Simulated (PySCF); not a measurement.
Isomers of C3H12N2OSi2.

All values: PBE0/pcSseg-1 (PySCF) at GFN2-xTB geometries, gas phase, one conformer each.

Problem. Rank by the highest IAO charge on any atom, lowest value first.
A. `[H]/[N:1]=[CH:2]\[CH2:3][CH2:4][Si@@H:5]([NH2:6])[O:7][SiH3:8]` with N1–C2–C3–C4 -117°, C2–C3–C4–Si5 64°, C3–C4–Si5–N6 -77°, C4–Si5–N6–H -178° and 43°, C4–Si5–O7–Si8 -40°
B. `[CH2:1]=[N:2][SiH2:3][Si@H:4]([NH:5][CH3:6])[O:7][CH3:8]` with C1–N2–Si3–Si4 -111°, N2–Si3–Si4–N5 -72°, Si3–Si4–N5–C6 59°, Si3–Si4–O7–C8 -63°
C. `[CH2:1]=[N:2][CH2:3][CH2:4][Si@@H:5]([NH2:6])[O:7][SiH3:8]` with C1–N2–C3–C4 121°, N2–C3–C4–Si5 175°, C3–C4–Si5–N6 -166°, C4–Si5–N6–H 167° and -54°, C4–Si5–O7–Si8 -55°
D. `[CH3:1][N:2]([SiH3:3])[CH2:4][SiH2:5][C:6]([NH2:7])=[O:8]` with C1–N2–C4–Si5 -66°, N2–C4–Si5–C6 -152°, C4–Si5–C6–N7 80°, Si5–C6–N7–H 180° and 4°
E. `[CH3:1][CH:2]([CH3:3])[O:4][SiH:5]1[NH:6][SiH2:7][NH:8]1` with C1–C2–O4–Si5 172°, C2–O4–Si5–N6 -171°, O4–Si5–N6–Si7 -127°, Si5–N6–Si7–N8 8°, N6–Si7–N8–Si5 -8°, O4–Si5–N8–Si7 118°

Solution. D (+0.746 e), B (+1.005 e), A (+1.214 e), C (+1.248 e), E (+1.305 e).

Problem. Rank by HOMO energy, highest first.
A. `[CH2:1]=[N:2][CH2:3][CH2:4][Si@@H:5]([NH2:6])[O:7][SiH3:8]` with C1–N2–C3–C4 121°, N2–C3–C4–Si5 175°, C3–C4–Si5–N6 -166°, C4–Si5–N6–H 167° and -54°, C4–Si5–O7–Si8 -55°
B. `[CH3:1][N:2]([SiH3:3])[CH2:4][SiH2:5][C:6]([NH2:7])=[O:8]` with C1–N2–C4–Si5 -66°, N2–C4–Si5–C6 -152°, C4–Si5–C6–N7 80°, Si5–C6–N7–H 180° and 4°
C. `[H]/[N:1]=[CH:2]\[CH2:3][CH2:4][Si@@H:5]([NH2:6])[O:7][SiH3:8]` with N1–C2–C3–C4 -117°, C2–C3–C4–Si5 64°, C3–C4–Si5–N6 -77°, C4–Si5–N6–H -178° and 43°, C4–Si5–O7–Si8 -40°
D. `[CH3:1][CH:2]([CH3:3])[O:4][SiH:5]1[NH:6][SiH2:7][NH:8]1` with C1–C2–O4–Si5 172°, C2–O4–Si5–N6 -171°, O4–Si5–N6–Si7 -127°, Si5–N6–Si7–N8 8°, N6–Si7–N8–Si5 -8°, O4–Si5–N8–Si7 118°
E. `[CH2:1]=[N:2][SiH2:3][Si@H:4]([NH:5][CH3:6])[O:7][CH3:8]` with C1–N2–Si3–Si4 -111°, N2–Si3–Si4–N5 -72°, Si3–Si4–N5–C6 59°, Si3–Si4–O7–C8 -63°

Solution. B (-6.27 eV), E (-6.43 eV), D (-6.80 eV), A (-7.14 eV), C (-7.44 eV).

Problem. Rank by HOMO–LUMO gap, lowest first.
A. `[H]/[N:1]=[CH:2]\[CH2:3][CH2:4][Si@@H:5]([NH2:6])[O:7][SiH3:8]` with N1–C2–C3–C4 -117°, C2–C3–C4–Si5 64°, C3–C4–Si5–N6 -77°, C4–Si5–N6–H -178° and 43°, C4–Si5–O7–Si8 -40°
B. `[CH3:1][N:2]([SiH3:3])[CH2:4][SiH2:5][C:6]([NH2:7])=[O:8]` with C1–N2–C4–Si5 -66°, N2–C4–Si5–C6 -152°, C4–Si5–C6–N7 80°, Si5–C6–N7–H 180° and 4°
C. `[CH2:1]=[N:2][SiH2:3][Si@H:4]([NH:5][CH3:6])[O:7][CH3:8]` with C1–N2–Si3–Si4 -111°, N2–Si3–Si4–N5 -72°, Si3–Si4–N5–C6 59°, Si3–Si4–O7–C8 -63°
D. `[CH3:1][C:2](=[O:3])[N:4]([CH3:5])[SiH2:6][NH:7][SiH3:8]` with C1–C2–N4–C5 -1°, C2–N4–Si6–N7 -69°, N4–Si6–N7–Si8 -167°
E. `[CH3:1][CH:2]([CH3:3])[O:4][SiH:5]1[NH:6][SiH2:7][NH:8]1` with C1–C2–O4–Si5 172°, C2–O4–Si5–N6 -171°, O4–Si5–N6–Si7 -127°, Si5–N6–Si7–N8 8°, N6–Si7–N8–Si5 -8°, O4–Si5–N8–Si7 118°

Solution. C (5.58 eV), B (6.13 eV), E (7.11 eV), A (7.28 eV), D (7.42 eV).

All values together:

```json
{"SMILES": "CN([SiH3])C[SiH2]C(N)=O", "μ (D)": "3.05", "HOMO (eV)": "-6.27", "LUMO (eV)": "-0.14", "lowest IAO charge (e)": "-0.506 (N)", "highest IAO charge (e)": "+0.746 (Si)", "lowest Hirshfeld charge (e)": "-0.298 (O)", "highest Hirshfeld charge (e)": "+0.342 (Si)"}
{"SMILES": "CC(C)O[SiH]1N[SiH2]N1", "μ (D)": "1.36", "HOMO (eV)": "-6.80", "LUMO (eV)": "0.31", "lowest IAO charge (e)": "-0.979 (N)", "highest IAO charge (e)": "+1.305 (Si)", "lowest Hirshfeld charge (e)": "-0.351 (N)", "highest Hirshfeld charge (e)": "+0.443 (Si)"}
{"SMILES": "[H]/N=C\\CC[Si@@H](N)O[SiH3]", "μ (D)": "1.38", "HOMO (eV)": "-7.44", "LUMO (eV)": "-0.16", "lowest IAO charge (e)": "-0.895 (O)", "highest IAO charge (e)": "+1.214 (Si)", "lowest Hirshfeld charge (e)": "-0.323 (N)", "highest Hirshfeld charge (e)": "+0.439 (Si)"}
{"SMILES": "C=NCC[Si@@H](N)O[SiH3]", "μ (D)": "1.60", "HOMO (eV)": "-7.14", "LUMO (eV)": "-0.09", "lowest IAO charge (e)": "-0.887 (O)", "highest IAO charge (e)": "+1.248 (Si)", "lowest Hirshfeld charge (e)": "-0.321 (N)", "highest Hirshfeld charge (e)": "+0.446 (Si)"}
{"SMILES": "CC(=O)N(C)[SiH2]N[SiH3]", "μ (D)": "3.37", "HOMO (eV)": "-7.24", "LUMO (eV)": "0.17", "lowest IAO charge (e)": "-0.939 (N)", "highest IAO charge (e)": "+1.002 (Si)", "lowest Hirshfeld charge (e)": "-0.333 (N)", "highest Hirshfeld charge (e)": "+0.382 (Si)"}
{"SMILES": "C=N[SiH2][Si@H](NC)OC", "μ (D)": "1.73", "HOMO (eV)": "-6.43", "LUMO (eV)": "-0.85", "lowest IAO charge (e)": "-0.681 (N)", "highest IAO charge (e)": "+1.005 (Si)", "lowest Hirshfeld charge (e)": "-0.248 (N)", "highest Hirshfeld charge (e)": "+0.355 (Si)"}
```

Conformers: `[CH3:1][N:2]([SiH3:3])[CH2:4][SiH2:5][C:6]([NH2:7])=[O:8]` with C1–N2–C4–Si5 -66°, N2–C4–Si5–C6 -152°, C4–Si5–C6–N7 80°, Si5–C6–N7–H 180° and 4°; `[CH3:1][CH:2]([CH3:3])[O:4][SiH:5]1[NH:6][SiH2:7][NH:8]1` with C1–C2–O4–Si5 172°, C2–O4–Si5–N6 -171°, O4–Si5–N6–Si7 -127°, Si5–N6–Si7–N8 8°, N6–Si7–N8–Si5 -8°, O4–Si5–N8–Si7 118°; `[H]/[N:1]=[CH:2]\[CH2:3][CH2:4][Si@@H:5]([NH2:6])[O:7][SiH3:8]` with N1–C2–C3–C4 -117°, C2–C3–C4–Si5 64°, C3–C4–Si5–N6 -77°, C4–Si5–N6–H -178° and 43°, C4–Si5–O7–Si8 -40°; `[CH2:1]=[N:2][CH2:3][CH2:4][Si@@H:5]([NH2:6])[O:7][SiH3:8]` with C1–N2–C3–C4 121°, N2–C3–C4–Si5 175°, C3–C4–Si5–N6 -166°, C4–Si5–N6–H 167° and -54°, C4–Si5–O7–Si8 -55°; `[CH3:1][C:2](=[O:3])[N:4]([CH3:5])[SiH2:6][NH:7][SiH3:8]` with C1–C2–N4–C5 -1°, C2–N4–Si6–N7 -69°, N4–Si6–N7–Si8 -167°; `[CH2:1]=[N:2][SiH2:3][Si@H:4]([NH:5][CH3:6])[O:7][CH3:8]` with C1–N2–Si3–Si4 -111°, N2–Si3–Si4–N5 -72°, Si3–Si4–N5–C6 59°, Si3–Si4–O7–C8 -63°.
